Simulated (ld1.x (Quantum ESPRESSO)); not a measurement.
**Sb (Z = 51), TM: configuration errors across variants**

ld1.x (Quantum ESPRESSO) 7.5 input, shortened:

```
&input
   title='Sb', zed=51., rel=2, dft='PZ', iswitch=3,
   config='[Kr] 4d10 5s2 5p3', rel_dist='average'
 /
 &inputp
   pseudotype=2, tm=.true., lloc=0,
   nlcc=.true., new_core_ps=.true.
 /
3
5P  2  1   3.00   0.00  1.90  1.90  0.0
4D  3  2  10.00   0.00  1.55  1.55  0.0
5S  1  0   2.00   0.00  1.80  1.80  0.0
 &test
   configts(1)='4d10 5s2 5p3'
 /
```

Open shells are filled in proportion to 2j + 1 (rel_dist='average').

All-electron excitation energies from the reference (eV): (1) 4d10 5s2 5p2 8.538; (2) 4d10 5s2 5p1 24.813; (3) 4d10 5s2 5p0 49.625; (4) 4d9 5s2 5p3 40.771; (5) 4d10 5s0 5p5 16.588; (6) 4d10 5s1 5p4 8.181; (7) 4d10 5s1 5p0 94.438.

The default core radius of the base comes out at 0.61 bohr.

2 further variants failed, have other tests or another functional or relativity, and are left out.

A true bound ghost makes a file unfit for plane-wave use even where its test errors are small: the radial tests pick states by their node count and pass the ghost by.

Errors AE − PS in meV (a dash: test not solved or not reliable):

```tsv
change	(1)	(2)	(3)	(4)	(5)	(6)	(7)	bound ghosts
base	+1.3	+4.7	+4.9	-322	-3.7	-1.1	-1.7	none
core correction Bessel-smoothed model core inside 1.58 bohr	+1.2	+4.8	+5.1	-303	-3.5	-1.0	-0.8	none
wave 5p (bound): rc 1.90 bohr becomes 5p (bound): rc 1.76 bohr	+1.4	+5.4	+5.9	-292	-1.3	-0.5	-3.8	none
wave 5s (bound): rc 1.80 bohr becomes 5s (bound): rc 1.74 bohr	+1.3	+4.9	+6.0	-310	-4.5	-1.2	+1.2	none
wave 4d (bound): rc 1.55 bohr becomes 4d (bound): rc 1.58 bohr	+1.3	+4.7	+5.0	-315	-3.7	-1.0	-1.5	none
all radii but the core radius scaled by about 1.12 (s 2.02, p 2.14, d 1.74 bohr)	+1.1	+4.5	+6.4	-313	–	-2.1	+5.4	none
```

Q: Give the same row for: local potential the d channel.

A: +0.3, +2.4, +8.2, -243, -6.9, -1.6, +8.8; bound ghosts: s, p3/2, p1/2.
